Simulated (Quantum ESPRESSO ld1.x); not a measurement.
Problem. Species: Hg6+. Configuration: [Xe] 4f14 5d6. Calculated with ld1.x of Quantum ESPRESSO 7.5: Dirac Kohn-Sham, PBE, spin-unpolarised, spherical densities, point nucleus; open shells are shared between the two j in proportion to 2j + 1. Some entries of the table are withheld. Estimate them.

orbital,occ.,eigenvalue (Ry),r(max) (bohr)
1s1/2,2,-6110.47,0.010
2s1/2,2,-1087.43,0.059
2p1/2,2,-1043.39,(1)
2p3/2,4,-900.212,(2)
3s1/2,2,-262.966,0.167
3p1/2,2,(3),0.155
3p3/2,4,(4),0.171
3d3/2,4,-178.795,0.134
3d5/2,6,-172.000,0.137
4s1/2,2,(5),0.378
4p1/2,2,-54.3784,(6)
4p3/2,4,-46.7164,(7)
4d3/2,4,-32.8848,0.396
4d5/2,6,-31.4559,0.406
5s1/2,2,-14.9755,0.827
4f5/2,6,-13.6505,0.366
4f7/2,8,-13.3409,0.369
5p1/2,2,-12.1293,0.868
5p3/2,4,-10.7082,0.940
5d3/2,2.4,-6.67072,1.09
5d5/2,3.6,-6.48394,1.11

Solution. 
(1) 2p1/2 r(max) (bohr): 0.044
(2) 2p3/2 r(max) (bohr): 0.051
(3) 3p1/2 eigenvalue (Ry): -243.180
(4) 3p3/2 eigenvalue (Ry): -211.461
(5) 4s1/2 eigenvalue (Ry): -62.8558
(6) 4p1/2 r(max) (bohr): 0.375
(7) 4p3/2 r(max) (bohr): 0.406
